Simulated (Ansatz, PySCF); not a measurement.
HCl$_{3}$Sn (SMILES [Cl][SnH]([Cl])[Cl]), singlet, at a GFN2-xTB geometry (such geometries of metal compounds can be far from the true shape) (all electrons, no relativity). Base run: CASSCF(4,6)/STO-3G run with PySCF.

The PySCF input:
```python
from pyscf import gto, scf, mcscf
import numpy

mol = gto.M(
    atom='''
Sn    0.02730023   -0.01815417    0.41660377
Cl   -1.47226971   -1.55003501   -0.42450916
Cl   -0.66236531    2.05155022   -0.32063774
Cl    2.04604085   -0.44260164   -0.60680745
H     0.14108939   -0.09382196    2.15303571
''',
    basis='sto-3g',
    verbose=3,
)

mf = scf.RHF(mol)
mf.kernel()
mc = mcscf.CASSCF(mf, 6, 4)
mc.fix_spin_(ss=0.0)
mc.kernel()
occ = numpy.linalg.eigvalsh(mc.fcisolver.make_rdm1(mc.ci, mc.ncas, mc.nelecas))[::-1]
ss = mc.fcisolver.spin_square(mc.ci, mc.ncas, mc.nelecas)[0]
print('natural occupations', occ.round(4), ' <S^2>', round(ss, 4))
```

Programs used: Ansatz (a program for electronic structure), PySCF; a row that names a program was run with it.

Each row names what was changed in the base input (with any setting that the change needs).

| change | ΔE vs base (mEh) | natural occupations | <S^2> of the state |
|---|---|---|---|
| base | 0.000 | 1.99 1.97 0.03 0.01 0.00 0.00 | 0.00 |
| conv_tol = 1e-5 | 0.000 | 1.99 1.97 0.03 0.01 0.00 0.00 | 0.00 |
| active space = 8 electrons, 6 orbitals | 8.169 | 2.00 2.00 1.99 1.98 0.02 0.01 | 0.00 |
| orbitals = fixed (CASCI) | 21.604 | 2.00 2.00 0.00 0.00 0.00 0.00 | 0.00 |
| active space = 6 electrons, 7 orbitals | -7.695 | 1.99 1.98 1.97 0.03 0.01 0.01 0.00 | 0.00 |
| active space = 8 electrons, 7 orbitals | 1.086 | 2.00 1.99 1.98 1.98 0.02 0.01 0.01 | 0.00 |
| correction = SC-NEVPT2 | -19.393 | 1.99 1.97 0.03 0.01 0.00 0.00 | 0.00 |
| code = ansatz | 0.017 | - | - |
| code = ansatz; correction = SC-NEVPT2, all electrons | -19.373 | - | - |
| orbitals = fixed (CASCI); correction = SC-NEVPT2 | -10.930 | 2.00 2.00 0.00 0.00 0.00 0.00 | 0.00 |
| active space = 2 electrons, 2 orbitals | 7.772 | 1.97 0.03 | 0.00 |

Active orbitals are taken around the Fermi level unless the row says otherwise; CASSCF can end in different local minima, and two programs can end on different orbitals. State-averaged rows give the lowest state.
